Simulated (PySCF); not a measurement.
## C6H7NO: calculation and literature

Molfile (atoms numbered from 1):
```
C6H7NO
     RDKit          3D

 15 15  0  0  0  0  0  0  0  0999 V2000
    2.1910   -0.3537   -0.2943 C   0  0  0  0  0  0  0  0  0  0  0  0
    1.1730    0.6095   -0.2672 O   0  0  0  0  0  0  0  0  0  0  0  0
   -0.1051    0.1965   -0.1970 C   0  0  0  0  0  0  0  0  0  0  0  0
   -1.0959    1.1854   -0.1863 C   0  0  0  0  0  0  0  0  0  0  0  0
   -2.4244    0.7971   -0.1133 C   0  0  0  0  0  0  0  0  0  0  0  0
   -2.7253   -0.5668   -0.0531 C   0  0  0  0  0  0  0  0  0  0  0  0
   -1.7908   -1.5076   -0.0637 N   0  0  0  0  0  0  0  0  0  0  0  0
   -0.5126   -1.1441   -0.1338 C   0  0  0  0  0  0  0  0  0  0  0  0
    2.1972   -0.9709    0.6212 H   0  0  0  0  0  0  0  0  0  0  0  0
    3.1394    0.1941   -0.3594 H   0  0  0  0  0  0  0  0  0  0  0  0
    2.1023   -1.0197   -1.1705 H   0  0  0  0  0  0  0  0  0  0  0  0
   -0.7956    2.2342   -0.2360 H   0  0  0  0  0  0  0  0  0  0  0  0
   -3.2235    1.5418   -0.1031 H   0  0  0  0  0  0  0  0  0  0  0  0
   -3.7658   -0.9047    0.0059 H   0  0  0  0  0  0  0  0  0  0  0  0
    0.2221   -1.9552   -0.1396 H   0  0  0  0  0  0  0  0  0  0  0  0
  1  2  1  0
  2  3  1  0
  3  4  1  0
  4  5  2  0
  5  6  1  0
  6  7  2  0
  7  8  1  0
  8  3  2  0
  1  9  1  0
  1 10  1  0
  1 11  1  0
  4 12  1  0
  5 13  1  0
  6 14  1  0
  8 15  1  0
M  END
```

Published estimates (parent shift plus substituent increments) and measurements: δ $^{13}$C C3 155.2; C6 141.4; C8 137.3; C5 123.8; C4 120.0; δ $^{1}$H H15 8.32; H14 8.19; H12 7.25; H13 7.21 ppm (estimated from measurements, as parent shift plus tabulated substituent increment; solution, not stated per compound (mostly CDCl3 or CCl4); Pretsch, Buehlmann, Badertscher, Structure Determination of Organic Compounds, 4th ed. (2009)).

Theoretical values (PySCF 2.14.0 with density-fitted response routines): GIAO KT2/pcSseg-1 shieldings, PBE0-D3(BJ)/def2-SVP structure. Equivalent nuclei averaged, no solvent, relativity neglected, one conformer.

Question: How close does the calculation come?

Answer: 
Reference values: estimated from measurements, as parent shift plus tabulated substituent increment (solution, not stated per compound (mostly CDCl3 or CCl4); Pretsch, Buehlmann, Badertscher, Structure Determination of Organic Compounds, 4th ed. (2009)).
| atoms | quantity | reference | computed | computed, scaled |
| --- | --- | --- | --- | --- |
| C3 | δ $^{13}$C | 155.2 | 150.4 | 157.3 |
| C6 | δ $^{13}$C | 141.4 | 136.2 | 142.0 |
| C8 | δ $^{13}$C | 137.3 | 124.6 | 129.4 |
| C5 | δ $^{13}$C | 123.8 | 118.4 | 122.8 |
| C4 | δ $^{13}$C | 120.0 | 117.4 | 121.7 |
| H15 | δ $^{1}$H | 8.32 | 7.90 | – |
| H14 | δ $^{1}$H | 8.19 | 8.05 | – |
| H12 | δ $^{1}$H | 7.25 | 6.92 | – |
| H13 | δ $^{1}$H | 7.21 | 6.81 | – |

Computed shifts are σ(ref) − σ with the named reference compound (TMS for H and C) calculated as an isolated molecule at the same level. The measured values may be among those fitted. Shieldings were converted by linear fits to measured shifts (mostly CDCl3, TMS scale, for H and C): $^{13}$C (scatter 1.2 ppm rms, 2.4 ppm with the 5 outliers that the fit left out). Occasional misses reach two or three times the rms, and more in compound classes unlike the fitted ones.

Question: How far are the unscaled $^{13}$C shifts from the references?

Answer: Mean signed difference -6.14 ppm, mean absolute 6.14 ppm over 5 comparisons; the largest is -12.7 ppm at C8 (aromatic CH next to a ring nitrogen).

Question: How far are the unscaled $^{1}$H shifts from the references?

Answer: Mean signed difference -0.32 ppm, mean absolute 0.32 ppm over 4 comparisons; the largest is -0.42 ppm at H15 (hydrogen on an aromatic CH next to a ring nitrogen).

9 of the 18 published NMR values on file for this molecule are compared.
